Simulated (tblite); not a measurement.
Species: C₇H₁₅PS.
Geometry (GFN2-xTB, Å), atoms numbered from 1 in this order:
```xyz
24
C7H15PS angstrom
C      3.1757    0.4387   -0.2411
C      2.1540    0.1750    0.8552
P      0.6063   -0.5435    0.1347
S      0.8532   -2.1763   -0.8803
C     -0.5445   -0.6861    1.5690
C     -1.9469   -0.9433    1.0278
C     -2.4554    0.2225    0.1819
C     -1.6378    0.4133   -1.0943
C     -0.1991    0.8268   -0.8005
H      3.3044   -0.4585   -0.8460
H      2.8447    1.2461   -0.8919
H      4.1389    0.7113    0.1856
H      1.9159    1.0854    1.4100
H      2.5358   -0.5721    1.5585
H     -0.5140    0.2292    2.1648
H     -0.2100   -1.5225    2.1895
H     -2.6324   -1.1176    1.8614
H     -1.9252   -1.8493    0.4150
H     -2.4320    1.1415    0.7748
H     -3.4953    0.0318   -0.0914
H     -1.6237   -0.5261   -1.6551
H     -2.1133    1.1715   -1.7221
H     -0.1635    1.7494   -0.2160
H      0.3524    0.9724   -1.7335
```

Computed values, GFN2-xTB/tblite, gas phase, harmonic and unscaled. This tight-binding method is rough: wavenumbers can miss measured ones by several per cent, in bad cases by 10 to 20. One conformer, not necessarily the lowest.

Harmonic wavenumbers (cm⁻¹): 60.1, 92.2, 122.7, 151.0, 172.6, 206.8, 239.5, 251.2, 278.1, 349.0, 355.9, 375.5, 495.6, 581.2, 687.2, 703.7, 728.8, 769.0, 789.0, 842.7, 868.8, 888.3, 928.9, 960.5, 974.1, 1002.8, 1014.4, 1034.3, 1067.9, 1075.1, 1124.0, 1144.1, 1172.7, 1206.7, 1213.0, 1235.1, 1242.2, 1261.9, 1275.0, 1338.3, 1350.3, 1353.3, 1405.6, 1417.4, 1423.8, 1430.0, 1472.4, 1481.2, 1490.3, 1492.9, 1493.6, 2933.0, 2940.7, 2944.3, 2946.2, 2947.6, 2950.3, 2952.0, 2955.4, 2962.4, 2968.9, 2970.9, 2986.1, 3016.5, 3023.1, 3029.5.

A = 1713, B = 886.7, C = 817.1 MHz; mass 162.063 u (most abundant isotopes); point group C1, symmetry number 1.

**Question.** Zero-point energy?

**Answer.** ½Σν̃ = 45309 cm⁻¹ = 542.01 kJ/mol.

**Question.** Entropy at 350 K, 1 bar (ideal gas, RRHO, classical rotation)?

**Answer.** Translation 175.64, rotation 127.26, vibration 155.42: S = 458.3 J/(mol K).

**Question.** And Cp and H(350 K) − H(0)?

**Answer.** Cp = 208.38 J/(mol K), of which vibrations give 175.13 (their classical limit is 66 R = 548.8); H(350 K) − H(0) = 41.37 kJ/mol without the zero-point energy, 29.73 from vibrations.

**Question.** How do the functions run with temperature in this model?

**Answer.** 
| T (K) | S (J/(mol K)) | Cp (J/(mol K)) | H − H(0) (kJ/mol) | G − H(0) (kJ/mol) | ln q(vib) |
| --- | --- | --- | --- | --- | --- |
| 100 | 293.9 | 83.1 | 5.42 | -23.96 | 1.40 |
| 200 | 366.2 | 130.0 | 16.12 | -57.11 | 4.15 |
| 300 | 428.3 | 181.3 | 31.63 | -96.88 | 7.02 |
| 500 | 545.4 | 281.7 | 78.33 | -194.39 | 12.90 |
| 800 | 701.6 | 381.9 | 179.18 | -382.10 | 21.71 |
| 1000 | 791.8 | 425.8 | 260.17 | -531.61 | 27.31 |

q(vib) and H(0) count from the zero-point level.

**Question.** Which modes carry the vibrational entropy at 350 K?

**Answer.** 60.1 cm⁻¹: 19.96; 92.2 cm⁻¹: 16.43; 122.7 cm⁻¹: 14.09; 151.0 cm⁻¹: 12.41; 172.6 cm⁻¹: 11.34; 206.8 cm⁻¹: 9.91 J/(mol K); the other 60 give 71.28 together.

**Question.** Blend soft modes into free rotors: weight 1/[1 + (100 cm⁻¹/ν̃)⁴] for the oscillator and the rest for a rotor with moment μB/(μ + B), μ = h/(8π²ν), B = 10⁻⁴⁴ kg m². What vibrational entropy results?

**Answer.** 147.77 J/(mol K) in place of 155.42, which changes −T·S at 350 K by +2.68 kJ/mol.

Hindered rotation and anharmonicity are outside this model. Other conformers, if any are populated, would add a mixing term that is left out. The structure is chiral; the term R ln 2 for an equal mix with its mirror image is left out.
